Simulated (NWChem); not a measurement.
GaH₃; SMILES [GaH3]

```xyz
4

Ga     0.0000     0.0000     0.0000
H      1.1176     1.1176     0.0000
H      0.4091    -1.5267     0.0000
H     -1.5267     0.4091     0.0000
```
Atoms are numbered in this order, from 1.

Structure relaxed at the PBE-D3(BJ)/def2-SVP level.

Question: List the 4 lowest vertical singlet excitations from PBE/def2-TZVP, TDA (NWChem).

Answer: 
| state | energy (eV) | oscillator strength | leading excitation (squared amplitude) |
|---|---|---|---|
| S1 | 4.85 | 0.000 | HOMO → LUMO (1.00) |
| S2 | 4.85 | 0.000 | HOMO−1 → LUMO (1.00) |
| S3 | 8.20 | 0.061 | HOMO → LUMO+1 (0.69) |
| S4 | 8.20 | 0.061 | HOMO−1 → LUMO+1 (0.69) |
